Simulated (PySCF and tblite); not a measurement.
Values are calculated unless marked as measured or tabulated.
System: C₆H₁₁N, numbered as in [CH2:1]=[CH:2][CH2:3][C@H:4]1[CH2:5][CH2:6][NH:7]1.

The path came from a restrained scan, a climbing-image band and a saddle search at GFN2-xTB; energies are PBE0/pcSseg-1 + D3(BJ)//GFN2-xTB, thermal terms GFN2-xTB. Rates follow Eyring's equation with the number of equivalent paths and no tunnelling. Programs: tblite and PySCF.

(1) Estimate the barrier and the room-temperature rate of the pyramidal inversion at N7.

## Answers

(1) The electronic barrier is 4.6 kcal/mol and ΔG‡(298 K) 3.5 kcal/mol, over a C1 saddle with an imaginary mode of 603i cm⁻¹ (GFN2-xTB). With 1 equivalent path, k is 1.6×10¹⁰ s⁻¹, a mean lifetime of the start of 62 ps against this motion. The end lies 0.3 kcal/mol below the start in free energy.
